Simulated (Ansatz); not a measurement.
Cost and result for the atomization energy of CH₆BFSi₂ (11 atoms, 10 bonds).

```xyz
11

C    -1.5551    0.0645   -0.8488
Si    0.2774    0.2302   -1.0511
F     0.4805    0.5698   -2.5999
B     1.6938    0.0739    0.1490
Si    0.9383   -0.2989    1.8008
H    -2.0425    0.9974   -1.1453
H    -1.9265   -0.7233   -1.5101
H    -1.8326   -0.1718    0.1775
H     2.8493    0.2037   -0.1021
H     1.6400   -0.5020    3.0968
H    -0.5224   -0.4434    2.0333
```

The species carries charge 0 and has multiplicity 1. The bonds changed during the relaxation, so this is another structure than the one it started from. All single points use the PBE0-D4/def2-TZVP geometry. Program: Ansatz. All runs use 4 threads of an Intel Xeon 6975P-C on a shared host. Times are those of one run each, without the atoms' runs, and a repeat can differ threefold. Electronic energies, without spin–orbit coupling; frozen cores. CCSD(T)/CBS adds CCSD(T) − MP2 in def2-TZVPP to the MP2 limit, and its time is that of the two runs behind it. T1 = 0.014; the RHF reference is unstable towards UHF. B3LYP takes the VWN-RPA correlation (the form of Gaussian; ORCA's B3LYP/G).

CCSD(T)/CBS is a level of theory with its own doubt, some kJ/mol a heavy atom from the limit and from the frozen cores, so smaller differences don't rank the functionals.

| level | functions | wall time | atomization (kJ/mol) | difference from CCSD(T)/CBS | per bond |
| --- | --- | --- | --- | --- | --- |
| PBE0-D4/def2-TZVPP | 261 | 1.9 s | 3841.4 | 11.2 | 1.1 |
| PBE-D4/def2-TZVPP (with forces) | 261 | 2.9 s | 3897.9 | 67.7 | 6.8 |
| r2SCAN-D4/def2-TZVPP (with forces) | 261 | 3.4 s | 3871.4 | 41.2 | 4.1 |
| B3LYP-D4/def2-TZVPP (with forces) | 261 | 3.4 s | 3841.0 | 10.8 | 1.1 |
| B2PLYP/def2-TZVPP | 261 | 4.2 s | 3794.3 | -35.9 | -3.6 |
| ωB97X-V/def2-TZVPP | 261 | 5.5 s | 3841.8 | 11.6 | 1.2 |
| ωB97M-V/def2-TZVPP (with forces) | 261 | 6.5 s | 3844.9 | 14.7 | 1.5 |
| MP2/def2-QZVPP | 491 | 21 s | 3847.1 | 16.9 | 1.7 |
| CCSD(T)/def2-TZVPP | 261 | 60 s | 3735.7 | -94.5 | -9.5 |
| CCSD(T)/CBS(def2) | – | 81 s | 3830.2 | 0.0 | 0.0 |

The D4 term adds +44.0 kJ/mol with B3LYP and +23.1 kJ/mol with PBE0; it sums over pairs of atoms, weighted by their polarisabilities, and B3LYP, whose exchange is more repulsive, gets the larger term. From PBE to PBE0 (25 % exact exchange), in def2-TZVPP and without D4, the atomization energy moves by −52.5 kJ/mol: exact exchange takes away binding that semilocal exchange gives to molecules. In def2-TZVPP, CCSD(T) changes the Hartree–Fock value by +875.8 kJ/mol (the triples alone add +60.7 kJ/mol) and MP2 by +930.7 kJ/mol; breaking electron pairs costs correlation energy, which Hartree–Fock lacks.
